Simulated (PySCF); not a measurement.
NMR data simulated for an unnamed compound:

¹H NMR (400 MHz, computed): δ 3.43 (m, 2H), 1.29 (s, 1H).

¹³C{¹H} NMR (computed): δ 167.3 (C), 135.5 (C), 75.6 (C), 75.6 (C), 73.7 (C), 73.4 (CH), 22.1 (CH2).

- shielding tensors at PBE0/pcSseg-1 (GIAO)
- geometry: GFN2-xTB
- program: PySCF 2.14.0 with density-fitted response routines
- averaged over atoms made equivalent by symmetry, fast rotation or ring inversion, single conformer, non-relativistic Hamiltonian, gas phase

Referencing at the same level of theory: ¹H (σ = 31.72 ppm), ¹³C (σ = 186.93 ppm) against TMS.

Q: Which of these does the molecule contain: a non-aromatic C=C double bond, a ketone, an NH or NH2 group, a C≡C triple bond, a nitrile?

A: 
- A non-aromatic C=C double bond: yes.
- A ketone: no.
- An NH or NH2 group: no.
- A C≡C triple bond: yes (δC 73.4, 73.7; δH 1.29 (s)).
- A nitrile: no.

The data belong to `C#CC#CCC(F)=C(F)F`, C7H3F3; they needn't prove each group on their own.

Carbon signals by region: 1 in the far downfield region (above 160 ppm), 1 in the sp2 and nitrile region (100–160 ppm), 4 at 50–100 ppm, 1 below 50 ppm. Above 160 ppm: 167.3, fully substituted alkene carbon.

Splittings by ¹⁹F in the carbon and heteronuclear signals aren't shown, as no couplings were computed. Shifts are as computed. Against solution values, carbons near 30 ppm lie about +3 ppm off and those near 130 ppm about +5 ppm. Of 1211 compounds with measured shifts, 218 miss one by over three times the rms of a fit or turn the order of signals round; such compounds aren't used in these exercises. No couplings were computed; multiplicities are counted from neighbouring protons, with m where these are inequivalent, close in shift, in a saturated or five-membered ring or joined by F or P, and br s for small geminal =CH2 splittings.
